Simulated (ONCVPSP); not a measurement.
Cutoff test, Br (Z = 35), ONCV

```json
{
 "Element": "Br (Z = 35)",
 "Generator": "ONCVPSP 4.0.1",
 "Type": "optimised norm-conserving Vanderbilt (ONCV)",
 "Functional": "PBE",
 "Relativity": "fully relativistic",
 "Frozen core": "[Ne]",
 "Valence charge": "25",
 "Reference configuration": "3s2 3p6 3d10 4s2 4p4.5 (charge +0.5)",
 "Partial waves": "3s+4s: rc 1.10 bohr, ncon 4, nbas 7, qcut 13.1 1/bohr, 2 projectors; 3p+4p: rc 1.15 bohr, ncon 4, nbas 8, qcut 13.2 1/bohr, 2 projectors; 3d: rc 1.10 bohr, ncon 3, nbas 7, qcut 13.1 1/bohr, 2 projectors, debl 1.9 Ha",
 "Local potential": "polynomial inside 0.95 bohr (lpopt 3, dvloc0 -1 Ha)",
 "Core correction": "none"
}
```

Open shells are filled in proportion to 2j + 1.

In the d channel the program set the typed energies aside and used -2.632, 0.250 Ha (j = l + 1/2; the other j can differ).

Task: For each optimised wave give the share of its norm inside rc, the residual kinetic energy above qcut (Ha) and the cutoffs (Ha) for errors of 10, 1, 0.1 and 0.01 mHa per electron.

Result:

| wave | norm inside rc | residual KE | 10 mHa | 1 mHa | 0.1 mHa | 0.01 mHa |
| --- | --- | --- | --- | --- | --- | --- |
| 3s | 0.986 | 1.4e-07 | 21.6 | 43.9 | 58.1 | 68.0 |
| 4s | 0.151 | 6.1e-07 | 20.0 | 51.1 | 65.3 | 75.3 |
| 3p j=3/2 | 0.982 | 4.2e-07 | 51.8 | 62.8 | 71.6 | 78.2 |
| 4p j=3/2 | 0.096 | 3.2e-07 | 43.3 | 56.8 | 67.8 | 76.5 |
| 3p j=1/2 | 0.985 | 5.0e-07 | 52.5 | 63.4 | 72.3 | 78.7 |
| 4p j=1/2 | 0.104 | 4.7e-07 | 44.6 | 58.0 | 68.9 | 77.6 |
| 3d j=5/2 | 0.940 | 6.7e-05 | 66.8 | 75.8 | 83.9 | 225.4 |
| d projector 2 j=5/2 | 0.035 | 3.1e-05 | 58.1 | 71.2 | 81.1 | 115.4 |
| 3d j=3/2 | 0.942 | 6.8e-05 | 66.9 | 75.8 | 84.0 | 226.3 |
| d projector 2 j=3/2 | 0.035 | 3.3e-05 | 58.3 | 71.3 | 81.3 | 118.2 |

The occupied waves need 76 Ha and 84 Ha for 1 and 0.1 mHa. Its largest configuration-test error is +664 meV.
